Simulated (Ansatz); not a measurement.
C5H4FN (`Fc1ccccn1`). The species carries charge 0 and has multiplicity 1. All single points use the PBE0-D4/def2-TZVP geometry.

```xyz
11

F     2.596    0.851    0.017
C     1.313    0.498    0.068
C     0.891   -0.552   -0.734
C    -0.446   -0.891   -0.656
C    -1.277   -0.180    0.201
C    -0.725    0.846    0.945
N     0.562    1.186    0.881
H     1.589   -1.066   -1.380
H    -0.837   -1.703   -1.258
H    -2.330   -0.416    0.289
H    -1.336    1.429    1.627
```

(1) What is the dipole moment at B3LYP/def2-TZVPP? (Estimate.)

(2) And with PBE, r2SCAN, ωB97M-V? (An estimate is asked.)

(3) Give the Mulliken charges with B3LYP, ωB97M-V, r2SCAN in def2-TZVPP. (Best estimate.)

Answers

(1) The calculation gave: 3.25 D, with components (-2.25, -2.04, -1.15) D in this frame, pointing from negative to positive charge.

(2) Ansatz gave: PBE 3.03 D, r2SCAN 3.13 D, ωB97M-V 3.24 D.

(3) Computed: 
```csv
atom,B3LYP,ωB97M-V,r2SCAN
F1,-0.18,-0.17,-0.18
C2,0.26,0.24,0.31
C3,-0.18,-0.16,-0.16
C4,-0.09,-0.08,-0.06
C5,-0.13,-0.13,-0.10
C6,-0.01,0.01,0.06
N7,-0.19,-0.21,-0.26
H8,0.13,0.13,0.11
H9,0.14,0.13,0.10
H10,0.13,0.12,0.09
H11,0.13,0.12,0.09
```

B3LYP here is the variant with VWN-RPA as its local correlation; programs differ in this.
